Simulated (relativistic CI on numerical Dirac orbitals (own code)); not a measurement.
## Sn+: what numerical and physical settings do to a radial Dirac CI calculation

Reference input:

```
atom Sn  Z=50  charge=1  electrons=49
nucleus A=120  rms_radius_fm=4.6519
hamiltonian dirac-coulomb  breit=on  qed=on  c_scale=1
orbitals kli  potential=per-configuration
slater_scale 1
correlation none
mixing on
grid step=0.0125 r_max=100.6
scf mixing=0.4 start=green max_iterations=150 tolerance=2e-08 node_fill=0.05
configurations
  [Kr] 4d10 5s2 5p
  [Kr] 4d10 5s 5p2
  [Kr] 4d10 5s2 5d
end
```

Computed lowest total energy -6168.51550 Ha, first excitation 4225.9 cm⁻¹, 38 SCF steps. Runs with settings changed; * marks those that are bad on purpose (the QED terms keep the true α when c is scaled):

```
                                                                        Changed        Outcome    Lowest level  ΔE (Ha)  First excitation (cm⁻¹)  SCF steps                                                               Message
                                                                 Breit term off      converged  5s2 5p 2P°_1/2    -4.42                   4296.2         38                                                                      
node fill of the KLI weights 0.01, speed of light × 2, nuclear radius 4.1867 fm      converged  5s2 5p 2P°_1/2      113                    974.5         36                                                                      
               start potential thomas-fermi, Breit term off, iteration limit 30      converged  5s2 5p 2P°_1/2    -4.42                   4296.2         33                                                                      
                                                             iteration limit 30      converged  5s2 5p 2P°_1/2        0                   4225.9         38                                                                      
                                                     nuclear radius 465.19 fm *      converged  5s2 5p 2P°_1/2      396                   3838.9         35                                                                      
                                                            iteration limit 6 *  not converged                                                            6  SCF of 1s2 2s2 2p6 3s2 3p6 3d10 4s2 4p6 4d10 5s2 5p did not converge
```

With so few configurations and no correlation, terms lie too far apart (by 10 to 50 % near neutrality), their order can be wrong, and levels of other configurations are missing.
